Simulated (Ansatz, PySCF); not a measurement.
Gas-phase reaction (SMILES): CCO → [CH3] (CH3) + [CH2]O; the C-C bond at the site shown breaks (other sites are not compared here).

Geometries: B3LYP-D3(BJ)/def2-TZVP minima from Ansatz (a program for electronic structure), one conformer each, not searched for the lowest. Cores are frozen in the correlated levels unless marked. UHF or UKS for open shells. No spin-orbit coupling. No relativistic terms. CBS marks a two-point X^-3 extrapolation of the correlation energy; Hartree-Fock from the larger set. [CCSD(T)-MP2]/basis is that difference in the basis named. Thermal terms are rigid-rotor harmonic-oscillator values from B3LYP-D3(BJ) frequencies (PySCF) at 298.15 K and 1 atm. 1 Eh = 627.5095 kcal/mol. Electronic entropy comes from spin alone.

```csv
species,"E, RI-MP2/CBS(aug-cc-pVTZ,aug-cc-pVQZ)+[CCSD(T)-MP2]/aug-cc-pVTZ (Ansatz) (Eh)","E, r2SCAN-D4/def2-TZVPD (Ansatz + dftd4) (Eh)",H - E (Eh),G - E (Eh)
CCO,-154.88074,-155.01311,0.08491,0.05423
[CH3] (CH3),-39.78163,-39.82813,0.03371,0.01164
[CH2]O,-114.95005,-115.04958,0.04142,0.01410
```

### Question
Work out ΔE and ΔH, ΔG, ΔS and the equilibrium constant at 298.15 K at the first level, then ΔH at the second.

### Answer

1. ΔE = [(-39.78163) + (-114.95005)] - [(-154.88074)] = 0.14906 Eh = 93.5 kcal/mol at RI-MP2/CBS(aug-cc-pVTZ,aug-cc-pVQZ)+[CCSD(T)-MP2]/aug-cc-pVTZ.
2. The terms H - E add up to -0.00978 Eh, so ΔH = (0.14906 + (-0.00978))×627.5095 = 87.4 kcal/mol.
3. The terms G - E add up to -0.02849 Eh, so ΔG = 75.7 kcal/mol, and ΔS = (-0.00978 - (-0.02849))×627509.5/298.15 = 39.4 cal/(mol K).
4. log10 K = -ΔG/(RT ln 10) = -55.5, with RT ln 10 = 1.3642 kcal/mol.
5. With ΔH and ΔS taken as constant, ΔG changes sign near ΔH/ΔS = 2220 K, a rough figure that leaves out heat capacities.
6. At r2SCAN-D4/def2-TZVPD the same steps give ΔE = 85.0 and ΔH = 78.8 kcal/mol, a shift of -8.6 from the first level.
7. Tabulated enthalpies of formation (CCO -56.1 kcal/mol, ATcT 1.112; [CH3] (CH3) 35.0 kcal/mol, ATcT 1.112; [CH2]O -3.8 kcal/mol, ATcT 1.112) give ΔH = 87.3, so the errors are +0.1 and -8.5 kcal/mol; the tables hold anharmonic motion, scalar relativity, spin-orbit effects, and any other conformers, which both levels lack, and core correlation, which the frozen-core level lacks.
